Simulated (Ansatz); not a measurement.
Ansatz (a first-principles code) input (wB97M-V/aug-cc-pVTZ):

Ansatz 0.2 input:
```yaml
crystal:
  periodic: [false, false, false]
  atoms:
    - {symbol: C, position_ang: [0.00000000, 0.00000000, 0.00000000]}
basis:
  gaussian:
    orbitals: aug-cc-pVTZ
hamiltonian:
  xc: {name: wB97M-V}
magnetization: {spin_polarized: true, initial_magnetization: 2}
scf: {lower_state_search: full}
```

Output:

```
Functional definition: wB97M-V
integrals: 0.01 GiB planned
197 factors; their error is unknown
integrals: 0.04 GiB planned
66 factors; integrals over basis functions are off by at most 1.4e-4 eV
mean field: 0.11 GiB planned
mean field evaluation 1: about -1029.7688 eV, gradient 3.7e0 eV
mean field evaluation 2: about -1029.8428 eV, gradient 8.1e-1 eV
mean field evaluation 4: about -1029.8495 eV, gradient 3.0e-2 eV
mean field evaluation 8: about -1029.8451 eV, gradient 1.0e-3 eV
mean field evaluation 16: about -1029.0504 eV, gradient 8.0e0 eV
mean field evaluation 32: about -1029.8395 eV, gradient 1.1e0 eV
mean field -1029.84507003 eV, -37.8461082697 hartree, gradient 5.2e-5 eV, S^2 2.002149; 2 other end points of the search recorded, 0 dependent functions left out
reference -1029.84512114 eV, -37.8461101476 hartree; 4, 2 occupied and 42, 44 virtual orbitals, 197 factors
Total energy: -1029.84512114 eV, -37.8461101476 hartree
```
